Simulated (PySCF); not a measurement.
TPSS on Nd (neodymium, neutral), [Xe] 4f5 6s1, one real determinant (an excited configuration). Calculation: PySCF 2.14, in ANO-RCC-VTZP; scalar relativity by spin-free X2C-1e.

```
cycle= 1 E= -9622.36883842412  delta_E= 0.00983  |g|= 0.438  |ddm|= 0.45
cycle= 2 E= -9622.19448432175  delta_E= 0.174  |g|=    1  |ddm|= 0.64
cycle= 3 E= -9622.40901269458  delta_E= -0.215  |g|= 0.0137  |ddm|= 0.429
cycle= 4 E= -9622.40908912471  delta_E= -7.64e-05  |g|= 0.0131  |ddm|= 0.0597
cycle= 5 E= -9622.40914350054  delta_E= -5.44e-05  |g|= 0.00149  |ddm|= 0.0195
cycle= 6 E= -9622.4091488128  delta_E= -5.31e-06  |g|= 0.00091  |ddm|= 0.0189
cycle= 7 E= -9622.40914958775  delta_E= -7.75e-07  |g|= 0.00014  |ddm|= 0.00667
cycle= 8 E= -9622.40914962418  delta_E= -3.64e-08  |g|= 2.52e-05  |ddm|= 0.00139
cycle= 9 E= -9622.40914962515  delta_E= -9.64e-10  |g|= 4.97e-06  |ddm|= 0.000247
converged SCF energy = -9622.40914962515  <S^2> = 12.001807  2S+1 = 7.0005162
```

Highest occupied orbital energy: 3.767 eV; ⟨L²⟩ = 23.98; populations by l: s 11.00, p 24.01, d 20.00, f 4.99.

Problem. Can this result be used?

Solution. Not for this state. Self-consistency was reached. ⟨L²⟩ = 23.98 against 30 for a pure H term, so this real determinant mixes terms. Spin-orbit coupling, absent here, splits the open shell strongly. At TPSS the highest occupied level has a positive energy, so only the finite basis holds that electron; for this excited configuration the basis is too tight for the outer shell.
